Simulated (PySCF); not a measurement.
Computed IR spectrum (relative IR intensity) of a molecule C4H9FSi. Geometry: PBE-D3(BJ)/def2-SVP. Other conformers were not sampled. These are PBE-D3(BJ)/def2-SVP (PySCF) values and carry that method's errors. Frequencies are harmonic and unscaled.

```tsv
ν (cm⁻¹)	relative intensity
326	3.6
478	5.8
576	2.8
668	28
730	42
735	15
753	7.9
819	74
917	27
952	13
955	3.4
1001	38
1028	12
1194	28
1428	3.9
1648	93
2143	100
2964	24
3047	11
3052	11
3093	4.7
3118	4.5
```

Problem. Identify the compound among the candidates.
(A) C[SiH2]/C(C)=C/F
(B) C/C=C/[C@H](F)[SiH3]
(C) CC[SiH2]/C=C\F
(D) C[C@H]1C[C@@]1(F)[SiH3]

Solution. C, CC[SiH2]/C=C\F
